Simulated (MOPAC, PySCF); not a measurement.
CH₆OSSi, SMILES `CS[SiH2]O` (C–S–Si–O torsion 152°, S–Si–O–H torsion -50°), neutral singlet in the gas phase. 

Cartesian coordinates (Å):
SMILES: [SiH2](SC)O
```xyz
10

C     -1.4547    -0.4229    -1.0192
S      0.3338    -0.7402    -1.0100
Si     0.9180     0.4830     0.6336
O      2.2692    -0.1463     1.3217
H     -1.8767    -0.5306    -0.0201
H     -1.6766     0.5693    -1.4101
H     -1.9016    -1.1681    -1.6764
H     -0.2536     0.5247     1.5544
H      1.2989     1.8613     0.2487
H      2.2493    -1.0811     1.5345
```
Charge 0, spin multiplicity 1.

All levels are single points at this geometry (PBE0-D4/def2-TZVP); Pople sets use spherical d functions. Orbital energies aren't observables, and empty levels follow the basis.

```csv
level,HOMO (eV),LUMO (eV),gap (eV),dipole (D),"vertical IE, Delta-SCF (eV)"
B3LYP-D3(BJ)/def2-TZVP in PySCF,-6.77,-0.39,6.38,1.96,9.17
PBE0-D4/def2-TZVP in PySCF,-7.00,-0.14,6.86,1.98,9.16
B3LYP/6-311+G** in PySCF,-6.83,-0.68,6.15,2.17,–
B3LYP/6-31G* in PySCF,-6.61,0.06,6.68,2.04,9.12
B3LYP/LANL2DZ in PySCF,-6.79,0.04,6.83,2.79,–
BP86/6-31G* in PySCF,-5.73,-0.67,5.06,2.00,–
M06-2X/6-31G* in PySCF,-8.04,1.06,9.10,2.08,–
PBE/6-31G* in PySCF,-5.63,-0.64,4.99,1.99,8.91
HF/3-21G in PySCF,-9.96,3.96,13.92,2.67,–
HF/6-31G* in PySCF,-9.76,3.60,13.36,2.24,8.32
HF/STO-3G in PySCF,-6.82,11.09,17.91,1.49,–
PM3 in MOPAC,-8.88,-1.26,7.62,2.37,–
PM6 in MOPAC,-9.07,-0.36,8.72,2.17,–
```
